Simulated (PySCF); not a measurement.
B(Me)(OH)(tBu), SMILES B(C)(C(C)(C)C)O (C5H13BO) at its GFN2-xTB optimised geometry (Å):

```
20

B     -0.9002    -0.1362     0.0000
C     -1.7369     1.2154     0.0000
H     -2.3878     1.2581    -0.8706
H     -1.1265     2.1130     0.0013
H     -2.3895     1.2568     0.8694
O     -1.6071    -1.2700     0.0017
H     -1.1095    -2.0894     0.0024
C      0.7233    -0.1362     0.0000
C      1.3009    -1.5604    -0.0045
C      1.2486     0.5951    -1.2448
C      1.2486     0.5875     1.2495
H      2.3895    -1.5281    -0.0029
H      0.9872    -2.1062    -0.8942
H      0.9851    -2.1130     0.8803
H      0.9125     0.0972    -2.1521
H      0.8904     1.6205    -1.2689
H      2.3379     0.6120    -1.2456
H      0.8890     1.6123     1.2803
H      0.9137     0.0833     2.1537
H      2.3378     0.6058     1.2497
```

Computed with PBE0/def2-SVP run with PySCF. Cells within 0.4 Å of a nucleus heavier than hydrogen are left out (blank, or x).

Map of the electrostatic potential (hartree/e), clipped to [-0.08, 0.12] on the plane z = 0.0 Å:

```
|333333333333333333333333333|
|333333333333333333333333333|
|333333333333333333333333333|
|333333333333333333333333333|
|333333333444433333333333333|
|333322334897543333333333333|
|333323348999644333333333333|
|333333699999644433333333333|
|333335999999544444333333333|
|3333379xxx98444455443333333|
|3223379xxx99556777544333333|
|222235999999999999754443333|
|222223699999999999854443333|
|2222223799xx999xx9954443333|
|2221113899xx999xx9954444333|
|222100399999999999976544333|
|22110059xx99999999999964433|
|22110069xx998799xx999985433|
|2221003999999799xx999985433|
|222211289999979999999954433|
|222222359999976999965444333|
|332223358999865556543333333|
|333333456788654444333333333|
|333333445666554443333333333|
|333333444555544443333333333|
|333333444444444443333333333|
|333333344444444443333333333|
```
Scale: ten equal steps from -0.066 (start of '0') to 0.120 (end of '9'), in the order '0123456789'; x runs from -4.50 to 4.50, y from -4.50 (bottom) to 4.50 (top).
